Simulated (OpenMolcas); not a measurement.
3d⁵ along the 23-electron sequence

```yaml
Program: OpenMolcas
Method: MS-CASPT2, IPEA 0.25 Eh, imaginary shift 0.1 Eh
Basis: ANO-RCC-VQZP
Scalar_Hamiltonian: DKH2, point nucleus
Spin-orbit_coupling: state interaction with AMFI integrals over the reference wave functions, term energies averaged over their components
```

Active space for each ion: 5 electrons in 5 orbitals (3d); closed shells correlated by CASPT2: 3s 3p.

Computed levels in cm-1 above ⁶S_5/2:

```json
{"Level": "⁴G_5/2", "Cr+": "20630", "Mn2+": "27270", "Fe3+": "33100", "Co4+": "38420", "Ni5+": "42990", "Cu6+": "47700"}
{"Level": "⁴G_7/2", "Cr+": "20640", "Mn2+": "27290", "Fe3+": "33130", "Co4+": "38470", "Ni5+": "43070", "Cu6+": "47820"}
{"Level": "⁴G_11/2", "Cr+": "20640", "Mn2+": "27290", "Fe3+": "33140", "Co4+": "38480", "Ni5+": "43100", "Cu6+": "47860"}
{"Level": "⁴G_9/2", "Cr+": "20640", "Mn2+": "27300", "Fe3+": "33150", "Co4+": "38490", "Ni5+": "43120", "Cu6+": "47890"}
{"Level": "⁴P_5/2", "Cr+": "22360", "Mn2+": "29980", "Fe3+": "36550", "Co4+": "42360", "Ni5+": "47360", "Cu6+": "52390"}
{"Level": "⁴P_3/2", "Cr+": "22380", "Mn2+": "30020", "Fe3+": "36620", "Co4+": "42490", "Ni5+": "47550", "Cu6+": "52680"}
{"Level": "⁴P_1/2", "Cr+": "22400", "Mn2+": "30070", "Fe3+": "36700", "Co4+": "42630", "Ni5+": "47790", "Cu6+": "53030"}
{"Level": "⁴D_7/2", "Cr+": "24960", "Mn2+": "32910", "Fe3+": "39800", "Co4+": "46110", "Ni5+": "51550", "Cu6+": "57160"}
{"Level": "⁴D_1/2", "Cr+": "24980", "Mn2+": "32950", "Fe3+": "39890", "Co4+": "46250", "Ni5+": "51780", "Cu6+": "57510"}
{"Level": "weight of ⁶S in the lowest level (%)", "Cr+": "100", "Mn2+": "100", "Fe3+": "100", "Co4+": "100", "Ni5+": "100", "Cu6+": "100"}
```

Measured, with the error of the calculation in %. Measured levels: Cr+ from NIST Handbook of Basic Atomic Spectroscopic Data; Mn2+ from Corliss and Sugar, J. Phys. Chem. Ref. Data 6, 1253 (1977); Fe3+ from Corliss and Sugar, J. Phys. Chem. Ref. Data 11, 135 (1982); Co4+ from Sugar and Corliss, J. Phys. Chem. Ref. Data 10, 1097 (1981); Ni5+ from Corliss and Sugar, J. Phys. Chem. Ref. Data 10, 197 (1981); Cu6+ from the list in Gamrath, thesis, University of Mons (2023).

| Level | Cr+ | Mn2+ | Fe3+ | Co4+ | Ni5+ | Cu6+ |
| --- | --- | --- | --- | --- | --- | --- |
| ⁴G_5/2 | 20512 (+0.6) |  |  |  |  |  |
| ⁴G_7/2 | 20518 (+0.6) | 26860 (+1.6) |  |  |  |  |
| ⁴G_11/2 | 20512 (+0.6) | 26824 (+1.7) | 32246 (+2.8) | 37218 (+3.4) | 41921 (+2.8) |  |
| ⁴G_9/2 | 20519 (+0.6) |  |  |  |  |  |
| ⁴P_5/2 | 21823 (+2.5) | 29168 (+2.8) | 35254 (+3.7) | 40753 (+3.9) | 45884 (+3.2) | 50732 (+3.3) |
| ⁴P_3/2 | 21824 (+2.5) |  | 35333 (+3.6) | 40891 (+3.9) | 46104 (+3.1) | 51067 (+3.2) |
| ⁴P_1/2 | 21824 (+2.6) |  | 35407 (+3.7) | 41024 (+3.9) | 46325 (+3.2) | 51407 (+3.2) |
| ⁴D_7/2 |  | 32307 (+1.9) | 38779 (+2.6) | 44709 (+3.1) | 50331 (+2.4) | 55742 (+2.5) |
| ⁴D_1/2 |  | 32369 (+1.8) | 38897 (+2.5) | 44908 (+3.0) |  | 56210 (+2.3) |

⁴G_5/2 changes by a factor of 2.31 over the same range, with steps per unit of Z of +6640, +5830, +5320, +4570, +4710 cm-1.

Term energies are means over components that CASPT2 splits; among the terms shown or strongly mixed into the levels shown the widest spread is 850 cm-1 (3d⁵ ⁴G, Cr+). Some high roots are left out of the spin-orbit mixing, which shifts the levels that they would mix with (holds for Cr+). Blocks of more than 70 roots (2S+1 = 2 even) ran without multistate coupling (holds for Mn2+; Fe3+; Co4+; Ni5+; Cu6+). Measured partners are found by configuration, term and J. A level has none where our copy of the source lacks it or the pairing is in doubt (some pairs that miss far off the trend of their configuration count as doubtful), and it then counts in no deviation. Only configurations of the active space appear.
